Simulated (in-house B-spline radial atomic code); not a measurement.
Configurations of the zinc ion Zn⁷⁺, with energies counted from [Ar] 3d5. Level of theory: scalar-relativistic (X2C) TPSSh, spin-polarised, spherical fractional occupations, Fermi nucleus of rms radius 3.9283 fm; calculated with a B-spline radial code for spherical atoms. Caution: exact exchange at fractional occupations of open shells leaves self-interaction of up to several eV. Shells without spins written out take the highest spin.

Occupations are held fixed; configurations that lie above the ionisation limit could autoionise.

```
                                              configuration  E - E(ref) (eV)  highest orbital  its <r> (bohr)
                                      [Ar] 3d(4 up, 1 down)           9.8643          3d down          0.6818
                     [Ar] 3d(1 up, 3 down) 4s(0 up, 1 down)           72.355          4s down           1.517
                                           [Ne] 3s2 3p5 3d6           79.893          3d down          0.6865
                                       [Ne] 3s2 3p5 3d5 4s1           131.09            4s up           1.509
                                       [Ne] 3s2 3p5 3d5 4p1           145.76            4p up           1.617
[Ne] 3s2 3p(2 up, 3 down) 3d(3 up, 2 down) 4s(0 up, 1 down)           154.07          4s down           1.521
                                       [Ne] 3s2 3p5 3d5 4f1           185.56            4f up           2.059
```

Order these further configurations by energy, lowest first.
A. [Ar] 3d4 4p1
B. [Ar] 3d4 4s1
C. [Ar] 3d4 4f1
D. [Ar] 3d(2 up, 2 down) 4d(0 up, 1 down)
E. [Ne] 3s2 3p(2 up, 3 down) 3d(2 up, 3 down) 4p(1 up, 0 down)

B (64.14 eV), A (78.762 eV), D (111.19 eV), C (118.44 eV), E (166.95 eV).

How far above the reference does [Ar] 3d4 4d1 lie?

100.17 eV; its least bound orbital is 4d up with <r> = 1.842 bohr.

How far above the reference does [Ne] 3s2 3p5 3d5 4d1 lie?

167.29 eV; its least bound orbital is 4d up with <r> = 1.836 bohr.
